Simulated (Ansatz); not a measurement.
Consider the atomization: `B/C=C1\O[SiH2]1` → B• + 2 C• + 5 H• + O• + Si•.

Program: Ansatz. Geometries: PBE0-D4/def2-TZVP. ΔE: electronic, gas phase. CCSD(T)/CBS adds triple-zeta CCSD(T) − MP2 to the extrapolated MP2 energy (def2 sets, frozen cores). This one scheme is used for every species, atoms too. DFT in def2-TZVPP. B3LYP here is the variant with VWN-RPA as its local correlation; programs differ in this. No spin–orbit coupling; open shells (•) take unrestricted orbitals. Spin–orbit coupling would lower the free atoms: a little for B, C, O, Si.

```json
{"level": "revPBE-D4", "ΔE (kcal/mol)": "918.2", "difference from CCSD(T)/CBS": "5.4"}
{"level": "B3LYP-D4", "ΔE (kcal/mol)": "918.6", "difference from CCSD(T)/CBS": "5.8"}
{"level": "r2SCANh-D4", "ΔE (kcal/mol)": "917.7", "difference from CCSD(T)/CBS": "4.9"}
{"level": "ωB97X-V", "ΔE (kcal/mol)": "919.3", "difference from CCSD(T)/CBS": "6.5"}
{"level": "PBE", "ΔE (kcal/mol)": "937.2", "difference from CCSD(T)/CBS": "24.4"}
{"level": "BLYP", "ΔE (kcal/mol)": "910.1", "difference from CCSD(T)/CBS": "-2.7"}
{"level": "HF/def2-SVP", "ΔE (kcal/mol)": "668.1", "difference from CCSD(T)/CBS": "-244.7"}
{"level": "CCSD(T)/def2-SVP", "ΔE (kcal/mol)": "862.6", "difference from CCSD(T)/CBS": "-50.2"}
{"level": "HF/def2-TZVPP", "ΔE (kcal/mol)": "665.8", "difference from CCSD(T)/CBS": "-247.0"}
{"level": "MP2/def2-QZVPP", "ΔE (kcal/mol)": "925.4", "difference from CCSD(T)/CBS": "12.6"}
{"level": "CCSD(T)/CBS", "ΔE (kcal/mol)": "912.8", "difference from CCSD(T)/CBS": "0"}
```

Largest T1 diagnostic among the species: 0.016.

From PBE to PBE0 (25 % exact exchange), in def2-TZVPP and without D4, ΔE moves by −19.9 kcal/mol: exact exchange takes away binding that semilocal exchange gives to molecules. The D4 term adds +7.6 kcal/mol with B3LYP and +4.0 kcal/mol with PBE0; it sums over pairs of atoms, weighted by their polarisabilities, and B3LYP, whose exchange is more repulsive, gets the larger term.

For atomizations the MP2-based limit and the directly extrapolated one differ by several kJ/mol either way, and by 10 to 25 for some Ge, Se and Sn compounds, so smaller differences from it don't rank the levels.
